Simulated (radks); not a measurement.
Results of a calculation; reference values are marked as such.
All-electron atom: Sm+ in [Xe] 4f6 6s1 (the NIST ground configuration). Level of theory: Dirac Kohn-Sham, BLYP, spin-unpolarised, spherical densities, point nucleus; open shells are shared between the two j in proportion to 2j + 1 (a radial shooting solver on a logarithmic mesh with Libxc functionals).

Spin-orbit splittings of the eigenvalues, e(l+1/2) - e(l-1/2), with zeta = 2 splitting/(2l+1) and mean radii in bohr:

shell  occ.  splitting (eV)  zeta (eV)  <r> j=l-1/2  <r> j=l+1/2
2p        6           603.1      402.1      0.08072      0.08735
3p        6           122.1      81.40       0.2442       0.2569
3d       10               ?          ?       0.2286       0.2326
4p        6           26.84      17.89       0.5932       0.6223
4d       10           4.792      1.917       0.6649       0.6753
4f        6          0.5419     0.1548       0.9988        1.018
5p        6           3.546      2.364        1.594        1.691

Estimate the 3d splitting.

Answer. 26.52 eV (zeta = 10.61 eV).
